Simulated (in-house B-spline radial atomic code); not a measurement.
Configurations of Al V (Al4+), with energies counted from [He] 2s2 2p5. Level of theory: scalar-relativistic (X2C) BHandHLYP, spin-polarised, spherical fractional occupations, Fermi nucleus of rms radius 3.061 fm; calculated with a B-spline radial code for spherical atoms. Shells without spins written out take the highest spin.

Caution: exact exchange at fractional occupations of open shells leaves self-interaction of up to several eV.

Occupations are held fixed; configurations that lie above the ionisation limit could autoionise.

```
                                          configuration  E - E(ref) (eV)  highest orbital  its <r> (bohr)
                                           [He] 2s1 2p6           35.512          2p down          0.5714
                                       [He] 2s2 2p4 3s1           93.254            3s up           1.716
                                       [He] 2s2 2p4 3d1           115.97            3d up           1.958
             [He] 2s2 2p(2 up, 2 down) 3d(1 up, 0 down)           127.17            3d up           1.976
[He] 2s(1 up, 0 down) 2p(2 up, 3 down) 3s(0 up, 1 down)           138.83          3s down           1.735
```

Q: Order these further configurations by energy, lowest first.
A. [He] 2s1 2p5 3p1
B. [He] 2s1 2p5 3s1
C. [He] 2s2 2p4 3p1
D. [He] 2s(0 up, 1 down) 2p(2 up, 3 down) 3d(0 up, 1 down)
E. [He] 2s(0 up, 1 down) 2p(3 up, 2 down) 3p(1 up, 0 down)

A: C (104.05 eV), B (132.12 eV), A (142.98 eV), E (149.19 eV), D (154.71 eV).
